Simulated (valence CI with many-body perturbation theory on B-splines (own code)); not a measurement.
**E1 line list for Ta65+**

Level of theory: valence CI with perturbative core correlation (CI+MBPT): six valence electrons over a frozen Dirac-Fock core [He], radial functions for each j: 9 s, 9 p, 8 d, 6 f, 3 g, 1 h, with the one-electron correlation potential Σ1 (screened to all orders), the two-electron term Σ2, the three-electron term Σ3, Breit, model QED; selected single and double excitations, second order for the rest, scaled by the run's own slope (own B-spline code, finite nucleus).

The last digits are not significant, and no measured levels were compared; by estimate large intervals hold to a few tenths of a per cent, small ones and those within an open d or f shell to about a per cent. Among the levels kept, up to 2300 cm⁻¹ of a level comes from second order outside the variational space, and about a tenth of that is noise between levels of different J, which matters for small intervals.

Lines 101 to 150 of 211 in falling wavelength, among levels below 10280 eV, chosen from the strongest by gf and those to the six lowest levels. Wavelengths and rates use the calculated energies. Electric multipoles are in the length gauge with retardation, E1 and E2 with the static RPA response of the core. Weak lines are less certain than strong ones. Lines between different terms over intervals too small for the method are left out, as are lines whose strength nearly cancels. The highest levels of a list are the least certain.

Levels are named by their leading jj configuration (3d3/2^4 stands for four electrons in 3d with j = 3/2), which in mixed levels can hold well under half, so a name can repeat and another be missing. Letters in brackets count levels of one name in rising energy.

```tsv
λ vac (nm)	Upper	Lower	A (s⁻¹)	S (a.u.) with core polarisation	S without
0.7082	(2s 2p1/2^2 2p3/2^2 3p1/2) J=0	(2s^2 2p1/2^2 2p3/2 3p1/2) J=1	9.54e+12	1.67e-03	1.68e-03
0.7080	(2s 2p1/2^2 2p3/2^2 3s) J=1 [b]	(2s^2 2p1/2^2 2p3/2 3s) J=2	2.21e+12	1.16e-03	1.16e-03
0.7078	(2s 2p1/2^2 2p3/2^2 3p1/2) J=2 [b]	(2s^2 2p1/2^2 2p3/2 3p1/2) J=1	1.71e+12	1.49e-03	1.50e-03
0.7053	(2s 2p1/2^2 2p3/2^2 3s) J=2 [b]	(2s^2 2p1/2^2 2p3/2 3s) J=2	1.33e+13	1.15e-02	1.15e-02
0.7035	(2s 2p1/2 2p3/2^4) J=1	(2s^2 2p1/2 2p3/2^3) J=1	2.94e+12	1.51e-03	1.52e-03
0.6991	(2s 2p1/2^2 2p3/2^2 3s) J=0	(2s^2 2p1/2^2 2p3/2 3s) J=1	8.95e+12	1.51e-03	1.51e-03
0.6907	(2s 2p1/2^2 2p3/2^3) J=1	(2s^2 2p1/2^2 2p3/2^2) J=2	1.64e+13	7.98e-03	7.99e-03
0.6895	(2s^2 2p1/2 2p3/2^2 3p3/2) J=2 [a]	(2s^2 2p1/2^2 2p3/2 3s) J=2	1.25e+12	1.01e-03	1.01e-03
0.4110	(2s 2p1/2 2p3/2^4) J=1	(2s^2 2p1/2^2 2p3/2^2) J=0	7.97e+08	8.20e-08	8.20e-08
0.4031	(2s 2p1/2 2p3/2^4) J=1	(2s^2 2p1/2^2 2p3/2^2) J=2	8.46e+10	8.20e-06	8.21e-06
0.1842	(2s^2 2p1/2^2 2p3/2 3p1/2) J=1	(2s 2p1/2^2 2p3/2^3) J=1	6.00e+09	5.56e-08	5.53e-08
0.1841	(2s^2 2p1/2^2 2p3/2 3p1/2) J=2	(2s 2p1/2^2 2p3/2^3) J=1	4.20e+10	6.47e-07	6.47e-07
0.1820	(2s^2 2p1/2^2 2p3/2 3p1/2) J=1	(2s 2p1/2^2 2p3/2^3) J=2	6.68e+10	5.96e-07	5.96e-07
0.1819	(2s^2 2p1/2^2 2p3/2 3p1/2) J=2	(2s 2p1/2^2 2p3/2^3) J=2	6.79e+09	1.01e-07	1.01e-07
0.1753	(2s^2 2p1/2^2 2p3/2 3s) J=2	(2s^2 2p1/2 2p3/2^3) J=2	9.46e+09	1.26e-07	1.26e-07
0.1750	(2s^2 2p1/2^2 2p3/2 3s) J=1	(2s^2 2p1/2 2p3/2^3) J=2	5.03e+09	3.99e-08	4.00e-08
0.1748	(2s^2 2p1/2^2 2p3/2 3s) J=2	(2s^2 2p1/2 2p3/2^3) J=1	2.05e+09	2.70e-08	2.70e-08
0.1746	(2s^2 2p1/2^2 2p3/2 3s) J=1	(2s^2 2p1/2 2p3/2^3) J=1	1.56e+10	1.23e-07	1.23e-07
0.1744	(2s^2 2p1/2^2 2p3/2 3p3/2) J=1	(2s 2p1/2^2 2p3/2^3) J=1	1.39e+10	1.09e-07	1.09e-07
0.1737	(2s^2 2p1/2^2 2p3/2 3p3/2) J=2	(2s 2p1/2^2 2p3/2^3) J=1	5.25e+09	6.79e-08	6.79e-08
0.1731	(2s^2 2p1/2^2 2p3/2 3p3/2) J=0	(2s 2p1/2^2 2p3/2^3) J=1	4.75e+11	1.22e-06	1.22e-06
0.1725	(2s^2 2p1/2^2 2p3/2 3p3/2) J=3	(2s 2p1/2^2 2p3/2^3) J=2	5.25e+10	9.29e-07	9.29e-07
0.1724	(2s^2 2p1/2^2 2p3/2 3p3/2) J=1	(2s 2p1/2^2 2p3/2^3) J=2	1.11e+11	8.43e-07	8.42e-07
0.1718	(2s^2 2p1/2^2 2p3/2 3p3/2) J=2	(2s 2p1/2^2 2p3/2^3) J=2	7.26e+10	9.08e-07	9.07e-07
0.1613	(2s^2 2p1/2^2 2p3/2 3d3/2) J=2	(2s^2 2p1/2 2p3/2^3) J=2	3.50e+10	3.62e-07	3.63e-07
0.1611	(2s^2 2p1/2^2 2p3/2 3d3/2) J=3	(2s^2 2p1/2 2p3/2^3) J=2	7.59e+09	1.10e-07	1.10e-07
0.1610	(2s^2 2p1/2^2 2p3/2 3d3/2) J=1	(2s^2 2p1/2 2p3/2^3) J=2	7.70e+10	4.76e-07	4.76e-07
0.1609	(2s^2 2p1/2^2 2p3/2 3d3/2) J=2	(2s^2 2p1/2 2p3/2^3) J=1	1.25e+11	1.28e-06	1.29e-06
0.1606	(2s^2 2p1/2^2 2p3/2 3d3/2) J=1	(2s^2 2p1/2 2p3/2^3) J=1	2.49e+09	1.52e-08	1.53e-08
0.1605	(2s^2 2p1/2^2 2p3/2 3d3/2) J=0	(2s^2 2p1/2 2p3/2^3) J=1	5.99e+10	1.22e-07	1.23e-07
0.1590	(2s^2 2p1/2^2 2p3/2 3d5/2) J=2	(2s^2 2p1/2 2p3/2^3) J=2	4.75e+09	4.72e-08	4.74e-08
0.1587	(2s^2 2p1/2^2 2p3/2 3d5/2) J=3	(2s^2 2p1/2 2p3/2^3) J=2	7.19e+09	9.94e-08	9.95e-08
0.1586	(2s^2 2p1/2^2 2p3/2 3d5/2) J=2	(2s^2 2p1/2 2p3/2^3) J=1	2.18e+09	2.14e-08	2.14e-08
0.1585	(2s^2 2p1/2^2 2p3/2 3d5/2) J=1	(2s^2 2p1/2 2p3/2^3) J=2	8.05e+09	4.74e-08	4.76e-08
0.1581	(2s^2 2p1/2^2 2p3/2 3d5/2) J=1	(2s^2 2p1/2 2p3/2^3) J=1	2.37e+10	1.38e-07	1.39e-07
0.1545	(2s^2 2p1/2 2p3/2^2 3p1/2) J=1 [a]	(2s 2p1/2^2 2p3/2^3) J=1	1.07e+11	5.82e-07	5.81e-07
0.1543	(2s^2 2p1/2 2p3/2^2 3p1/2) J=2 [a]	(2s 2p1/2^2 2p3/2^3) J=1	4.37e+09	3.96e-08	3.96e-08
0.1533	(2s^2 2p1/2 2p3/2^2 3p1/2) J=2 [b]	(2s 2p1/2^2 2p3/2^3) J=1	5.60e+11	4.97e-06	4.97e-06
0.1531	(2s^2 2p1/2 2p3/2^2 3p1/2) J=1 [b]	(2s 2p1/2^2 2p3/2^3) J=1	6.24e+10	3.31e-07	3.31e-07
0.1529	(2s^2 2p1/2 2p3/2^2 3p1/2) J=1 [a]	(2s 2p1/2^2 2p3/2^3) J=2	1.08e+10	5.73e-08	5.73e-08
0.1528	(2s^2 2p1/2 2p3/2^2 3p1/2) J=2 [a]	(2s 2p1/2^2 2p3/2^3) J=2	3.79e+10	3.33e-07	3.33e-07
0.1524	(2s^2 2p1/2 2p3/2^2 3p1/2) J=3	(2s 2p1/2^2 2p3/2^3) J=2	8.53e+10	1.04e-06	1.04e-06
0.1522	(2s^2 2p1/2 2p3/2^2 3p1/2) J=0	(2s 2p1/2^2 2p3/2^3) J=1	9.93e+11	1.73e-06	1.73e-06
0.1517	(2s^2 2p1/2 2p3/2^2 3p1/2) J=2 [b]	(2s 2p1/2^2 2p3/2^3) J=2	9.36e+11	8.06e-06	8.06e-06
0.1515	(2s^2 2p1/2 2p3/2^2 3p1/2) J=1 [b]	(2s 2p1/2^2 2p3/2^3) J=2	4.10e+10	2.11e-07	2.11e-07
0.1498	(2s 2p1/2^2 2p3/2^2 3s) J=2 [a]	(2s 2p1/2^2 2p3/2^3) J=1	1.98e+13	1.64e-04	1.64e-04
0.1488	(2s 2p1/2^2 2p3/2^2 3s) J=3	(2s 2p1/2^2 2p3/2^3) J=2	3.44e+13	3.92e-04	3.91e-04
0.1484	(2s^2 2p1/2^2 2p3/2 3s) J=1	(2s^2 2p1/2^2 2p3/2^2) J=0	7.18e+13	3.47e-04	3.47e-04
0.1484	(2s 2p1/2^2 2p3/2^2 3s) J=1 [a]	(2s 2p1/2^2 2p3/2^3) J=1	2.33e+13	1.13e-04	1.12e-04
0.1483	(2s 2p1/2^2 2p3/2^2 3s) J=2 [a]	(2s 2p1/2^2 2p3/2^3) J=2	1.90e+14	1.53e-03	1.53e-03
```
